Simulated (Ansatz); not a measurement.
Reaction (homolysis of the B–O bond): `SB[O][AlH][Cl]` → `[BH]S`• + `[O][AlH][Cl]`•

Gas-phase electronic energies from Ansatz, PBE0-D4/def2-TZVP geometries. CCSD(T)/CBS adds triple-zeta CCSD(T) − MP2 to the extrapolated MP2 energy (def2 sets, frozen cores). This one scheme is used for every species. No spin–orbit coupling; open shells (•) take unrestricted orbitals. One conformer a species, not always the lowest.

`SB[O][AlH][Cl]`:

```xyz
8

S    -1.990    0.287    1.249
B    -0.296    0.712    0.766
O     0.372   -0.111   -0.050
Al    1.104   -1.077   -1.203
Cl    0.789   -0.612   -3.209
H    -2.188    1.361    2.027
H     0.205    1.716    1.188
H     2.004   -2.277   -0.768
```

`[BH]S`•:

Cartesian coordinates in Å:
```
B 0.370 0.741 0.394
S 0.300 -0.154 -1.089
H -0.137 0.587 1.457
H -0.533 -1.174 -0.761
```

`[O][AlH][Cl]`•:

Cartesian coordinates in Å:
```
O 0.957 0.970 1.048
Al 0.075 0.021 -0.097
Cl -1.639 -0.920 0.615
H 0.606 -0.072 -1.567
```

| species | HF/CBS(def2) energy (Eh) |
| --- | --- |
| `SB[O][AlH][Cl]` | -1200.57614 |
| `[BH]S`• | -423.36960 |
| `[O][AlH][Cl]`• | -777.01447 |

Problem. Work out ΔE.

Solution. ΔE = (-423.36960) + (-777.01447) − (-1200.57614) = 0.19207 Eh = +120.5 kcal/mol. CCSD(T)/CBS gives +155.7 kcal/mol.

Problem. What do rigid-rotor, harmonic-oscillator terms from PBE0-D4/def2-TZVP frequencies (298.15 K, 1 bar) make of the CCSD(T)/CBS value? (Best estimate.)

Solution. Ansatz gave: ΔZPE = -4.2 kcal/mol, ΔH = +151.9 kcal/mol, ΔS = 159 J/(mol·K), ΔG = +140.6 kcal/mol. Open shells count their whole term as degenerate. Modes under 50 cm⁻¹ make the entropy rough.

Largest T1 diagnostic among the species: 0.018.

At CCSD(T), def2-SVP lies −3.0 kcal/mol from the extrapolated value and def2-TZVPP −3.3 kcal/mol. From BLYP to BHLYP (50 % exact exchange), in def2-TZVPP and without D4, ΔE moves by +1.6 kcal/mol.
